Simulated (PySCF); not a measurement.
Compound: CH₁₁OPSi₃.
SMILES: `C[Si@H](P)[SiH2]O[SiH3]`

Computed, not measured: TDDFT CAM-B3LYP/def2-SVPD, vertical, gas phase, core orbitals frozen in the response (PySCF). Isolated species at its GFN2-xTB geometry (one conformer only). Torsions of this conformer, `[CH3:1][Si@H:2]([PH2:3])[SiH2:4][O:5][SiH3:6]`: C1–Si2–Si4–O5 -66°, H–P3–Si2–C1 -171°, H–P3–Si2–C1 -79°.

Orbital energies (eV): HOMO-3 -10.23, HOMO-2 -9.91, HOMO-1 -9.68, HOMO -8.29, LUMO 0.32, LUMO+1 0.86, LUMO+2 1.23.

Computed singlets:

| state | E (eV) | f |
| --- | --- | --- |
| S1 | 5.76 | 0.076 |
| S2 | 6.26 | 0.033 |
| S3 | 6.56 | 0.014 |
| S4 | 6.62 | 0.018 |
| S5 | 6.90 | 0.015 |
| S6 | 7.03 | 0.428 |
| S7 | 7.21 | 0.037 |
| S8 | 7.48 | 0.025 |

Which orbital pair leads each of S1, S2 and S5, and how does its energy difference Δε compare with the excitation energy?

```
state  leading configuration  weight  Δε (eV)  E (eV)  E − Δε (eV)      f  other configurations
   S1              HOMO→LUMO    0.82     8.61    5.76        -2.85  0.076                     –
   S2            HOMO→LUMO+1    0.78     9.14    6.26        -2.88  0.033                     –
   S5            HOMO-2→LUMO    0.83    10.23    6.90        -3.33  0.015                     –
```

E − Δε runs from -3.33 to -2.85 eV. Among themselves, these states come in the order of their orbital differences.

H and L stand for HOMO and LUMO. The other states: S3 6.56 eV, f 0.014, H→L+5 (47%), H-1→L (12%), H→L+3 (11%); S4 6.62 eV, f 0.018, H→L+2 (58%), H→L+5 (12%), H→L+3 (11%); S6 7.03 eV, f 0.428, H-1→L (33%), H→L+4 (30%); S7 7.21 eV, f 0.037, H→L+4 (26%), H-1→L (20%), H→L+2 (13%); S8 7.48 eV, f 0.025, H→L+6 (28%), H-1→L+1 (18%), H-3→L (17%).

Triplets (Tamm–Dancoff): T1 5.09 eV, H→L (74%); T2 5.61 eV, H→L+1 (54%); T3 5.79 eV, H→L+5 (46%), H→L+7 (11%).

Summed over the main configurations (up to three a state, each over 8%) of all 8 singlets, the electron leaves HOMO with weight 3.95, HOMO-2 with weight 0.83, HOMO-1 with weight 0.83 and HOMO-3 with weight 0.17.
